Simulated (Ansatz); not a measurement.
Two members of one family (Con), computed with Ansatz in the gas phase. The two geometries come from different levels. HOMO and LUMO are taken over both spins. A negative gap means that an occupied level lies above an empty one. The structures are stationary points that may keep the symmetry of their start. Remarks come from the PBE and PBE0 runs and from stability tests at other levels; not every state was tested.

First: Co3⁺ (septet, charge 1, PBE-D4/def2-TZVP geometry).

| atom | x (Å) | y (Å) | z (Å) |
| --- | --- | --- | --- |
| Co1 | 1.017 | 0.244 | 0.610 |
| Co2 | 0.086 | -0.499 | -1.246 |
| Co3 | -1.102 | 0.255 | 0.636 |

```tsv
level	HOMO (eV)	LUMO (eV)	gap (eV)
PBE-D4/def2-SVP	-8.38	-8.10	0.28
```

Remarks: triplet 0.23 eV lower at PBE0-D4/def2-TZVP (not tabulated), spin-contaminated (⟨S²⟩ up to 12.19), spin-contaminated (⟨S²⟩ up to 4.12) (triplet).

Second: Co6⁺ (multiplicity 12, charge 1, PBE-D4/def2-SVP geometry).

Cartesian coordinates in Å:
```
Co -1.494 -1.016 1.013
Co 1.461 0.833 -0.243
Co 0.231 0.545 -1.985
Co 0.257 -1.117 -0.432
Co -0.825 0.905 -0.004
Co 0.371 -0.151 1.652
```

**Question.** Estimate the same table for the second.

**Answer.** 
| level | HOMO (eV) | LUMO (eV) | gap (eV) |
| --- | --- | --- | --- |
| PBE-D4/def2-SVP | -7.62 | -7.88 | -0.26 |

Remarks: lower spin may lie lower, spin-contaminated (⟨S²⟩ up to 36.63).
